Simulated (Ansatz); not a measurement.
Relaxation of C3H4OTe (9 atoms, charge 0, multiplicity 1), to a largest force component of 0.015 eV/Å in at most 40 steps.

Theory: Ansatz, RKS PBE/def2-mTZVP.

```xyz
9
Properties=species:S:1:pos:R:3
Te -0.844 1.647 -1.971
C -0.374 0.244 -0.531
C -1.132 -0.512 0.274
C -0.016 -1.072 0.835
O 0.838 -0.263 0.018
H -0.875 2.943 -0.764
H -2.239 -0.698 0.452
H 0.147 -0.794 1.890
H 0.188 -2.179 0.591
```

Problem. Where does it end, and by what steps?

Solution. The forces met the threshold. After 15 steps the energy has fallen by 0.639 eV; H6 moved furthest, 0.55 Å.

```
step  energy less start (eV)  largest force component (eV/Å)  accepted
   0                  0.0000                           6.455       yes
   1                 -0.4656                           2.418       yes
   2                 -0.5975                           0.567       yes
   3                 -0.5996                           0.440       yes
   4                 -0.6285                           0.168       yes
   5                 -0.6280                           0.234        no
   6                 -0.6322                           0.075       yes
   7                 -0.6358                           0.060       yes
   8                 -0.6342                           0.263        no
   9                 -0.6378                           0.097       yes
  10                 -0.6388                           0.024       yes
  11                 -0.6390                           0.016       yes
  12                 -0.6391                           0.017       yes
  13                 -0.6391                           0.016        no
  14                 -0.6391                           0.023        no
  15                 -0.6392                           0.003       yes
```

```xyz
9
Properties=species:S:1:pos:R:3
Te -1.009 1.718 -1.903
C -0.609 0.277 -0.412
C -1.300 -0.650 0.285
C 0.024 -1.080 0.859
O 0.683 -0.022 0.042
H -0.363 2.971 -0.973
H -2.338 -0.937 0.407
H 0.192 -0.897 1.930
H 0.414 -2.063 0.558
```

Run time: 80 s on 2 threads of Intel(R) Xeon(R) Processor @ 2.50GHz (Skylake/Cascade Lake), with other jobs on the host, peak memory 0.18 GiB.
